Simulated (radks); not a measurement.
Question: These are the eigenvalues of the occupied orbitals of an atom or ion with whole-number occupations (hartree). Calculated with a radial shooting solver on a logarithmic mesh with Libxc functionals: scalar-relativistic Kohn-Sham, LDA (Slater exchange, Perdew-Wang correlation), spin-unpolarised, spherical densities, point nucleus.

1s: -1593.946
2s: -258.2474
2p: -231.0165
3s: -56.37742
3p: -47.78919
3d: -35.84582
4s: -11.57409
4p: -8.75963
4d: -4.75863
5s: -1.97161
5p: -1.29185
4f: -0.54604

Which element is it, and in what charge state? The configuration may be excited.

Answer: Z = 60, neodymium, charge +2: Nd2+ in [Xe] 4f4. The list shows which subshells hold electrons but not how many an open one holds; the 1s level, -1593.9 hartree, gives Z - s = 56.5 by -(Z - s)^2/2, which with screening and relativity narrows Z to a few neighbours, and the depths of the outer levels then fix element, charge and occupations together.
